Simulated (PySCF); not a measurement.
Spectrum to structure. Computed with PySCF 2.14.0, density-fitted response routines, TDDFT PBE0/def2-SVPD, vertical, gas phase, core orbitals frozen in the response. Geometries: GFN2-xTB, one conformer each.

```json
{"state": "S1", "E (eV)": "5.80", "λ (nm)": "213.9", "f": "0.0004"}
{"state": "S2", "E (eV)": "6.13", "λ (nm)": "202.2", "f": "0.138"}
{"state": "S3", "E (eV)": "6.26", "λ (nm)": "198.0", "f": "0.0000"}
{"state": "S4", "E (eV)": "6.35", "λ (nm)": "195.2", "f": "0.0006"}
{"state": "S5", "E (eV)": "6.42", "λ (nm)": "193.0", "f": "0.0054"}
{"state": "S6", "E (eV)": "6.54", "λ (nm)": "189.7", "f": "0.0011"}
{"state": "S7", "E (eV)": "6.59", "λ (nm)": "188.2", "f": "0.060"}
{"state": "S8", "E (eV)": "6.74", "λ (nm)": "183.8", "f": "0.0001"}
```

Triplets computed (Tamm–Dancoff): 4.29, 5.13, 5.64 eV.

Orbital energies (eV): HOMO-3 -10.10, HOMO-2 -7.83, HOMO-1 -7.21, HOMO -6.58, LUMO 0.26, LUMO+1 0.31, LUMO+2 0.61.

Question: Which candidate is it? All have the formula C5H10N2Si.
A. `C[SiH](C)N1C=CC=N1`
B. `CC#C[SiH]1NCCN1`
C. `C=CCNC[SiH2]C#N`
D. `C=C[C@@H]1C=NN([SiH3])C1`
E. `CC1=C(C)N([SiH3])N=C1`

Answer: E. Its S1 lies at 5.80 eV; the nearest of the others has S1 at 5.30 eV. S1 is HOMO→LUMO (98%). Löwdin shares by element: HOMO carbon 48% or more, nitrogen 29% (atoms not listed hold the other 23%); LUMO silicon 36%, hydrogen 21% or more, carbon 8% or more (atoms not listed hold the other 35%). At the same level the other candidates give, for their lowest levels:
- `C[SiH](C)n1cccn1`: 6.51 eV (f 0.133); 6.54 eV (f 0.004); 6.74 eV (f 0.032); 6.90 eV (f 0.055); 7.11 eV (f 0.007); T1 4.63 eV; HOMO -7.13, LUMO 0.24 eV
- `C=C[C@@H]1C=NN([SiH3])C1`: 4.70 eV (f 0.106); 5.24 eV (f 0.005); 5.73 eV (f 0.111); 5.89 eV (f 0.050); 5.92 eV (f 0.017); T1 3.44 eV; HOMO -6.03, LUMO -0.37 eV
- `C=CCNC[SiH2]C#N`: 5.10 eV (f 0.051); 5.26 eV (f 0.003); 5.56 eV (f 0.020); 6.04 eV (f 0.002); 6.20 eV (f 0.056); T1 4.46 eV; HOMO -6.69, LUMO -0.57 eV
- `CC#C[SiH]1NCCN1`: 5.30 eV (f 0.027); 5.60 eV (f 0.020); 5.71 eV (f 0.002); 5.89 eV (f 0.003); 6.07 eV (f 0.001); T1 4.82 eV; HOMO -6.40, LUMO 0.08 eV
